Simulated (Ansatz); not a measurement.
`[NH2][GeH2][NH2]` + `[CH3]`• → `[NH][GeH2][NH2]`• + CH₄  (hydrogen abstraction from the N–H bond)

Computed with Ansatz on PBE0-D4/def2-TZVP structures; ΔE is electronic, products minus reactants. CCSD(T)/CBS adds triple-zeta CCSD(T) − MP2 to the extrapolated MP2 energy (def2 sets, frozen cores). This one scheme is used for every species. Functionals use def2-TZVPP. No spin–orbit coupling; open shells (•) take unrestricted orbitals. For Ge outer-core shells are correlated without core-valence functions, which leaves a few kJ/mol of doubt a bond. Scalar relativity is left out up to krypton. Each species was taken in one conformer, which may not be the lowest.

```
             level  ΔE (eV)
           BLYP-D4     0.05
      MP2/def2-SVP     0.27
CCSD(T)/def2-TZVPP     0.17
    CCSD/CBS(def2)     0.21
```

(1) What does CCSD(T)/CBS give? (An estimate is asked.)

Largest T1 diagnostic among the species: 0.013.

## Answers

(1) The calculation gave: +0.22 eV. The listed levels differ from it by -0.17, 0.05, -0.05, -0.01 eV.

From PBE to PBE0 (25 % exact exchange), in def2-TZVPP and without D4, ΔE moves by +0.04 eV. At CCSD(T), def2-SVP lies −0.10 eV from the extrapolated value and def2-TZVPP −0.05 eV. Leaving LDA and LC-ωPBE aside and taking each functional with its dispersion term where it has one, the values, not all of them listed here, spread over 0.17 eV, from B97M-V to PBE-QIDH. LDA lies +0.10 eV from PBE without D4.
